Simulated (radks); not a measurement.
Results of a calculation; reference values are marked as such.
Lu I, 71 electrons, occupied as [Xe] 4f14 5d3 (not the ground configuration). Level of theory: Dirac Kohn-Sham, PBE, spin-unpolarised, spherical densities, point nucleus; open shells are shared between the two j in proportion to 2j + 1 (a radial shooting solver on a logarithmic mesh with Libxc functionals).

Normalised radial functions P(r) = r R(r) (large component), r in bohr:

r,4f5/2
0.001821,0.0000
0.00212,0.0000
0.002488,0.0000
0.002919,0.0000
0.003399,0.0000
0.003988,0.0000
0.00468,0.0000
0.005449,0.0000
0.006394,0.0000
0.007503,0.0000
0.008735,0.0000
0.01025,0.0001
0.01193,0.0001
0.014,0.0002
0.01643,0.0004
0.01913,0.0007
0.02245,0.0012
0.02635,0.0022
0.03067,0.0036
0.03599,0.0062
0.04224,0.0105
0.04917,0.0172
0.05771,0.0283
0.06718,0.0446
0.07884,0.0707
0.09251,0.1095
0.1077,0.1619
0.1264,0.2374
0.1483,0.3370
0.1727,0.4548
0.2026,0.6001
0.2359,0.7507
0.2768,0.9088
0.3249,1.0485
0.3782,1.1460
0.4438,1.1956
0.5208,1.1838
0.6063,1.1193
0.7115,1.0077
0.8349,0.8680
0.972,0.7249
1.141,0.5769
1.328,0.4477
1.558,0.3299
1.829,0.2336
2.129,0.1621
2.498,0.1059
2.932,0.0661
3.413,0.0404
4.005,0.0227
4.7,0.0119
5.472,0.0059
6.421,0.0026
7.475,0.0010
8.772,0.0003
10.29,0.0001
11.98,0.0000
14.06,0.0000

4f5/2: eigenvalue -8.987 eV, 0 radial nodes, <r> = 0.718 bohr, 90 % of the charge inside 1.24 bohr.
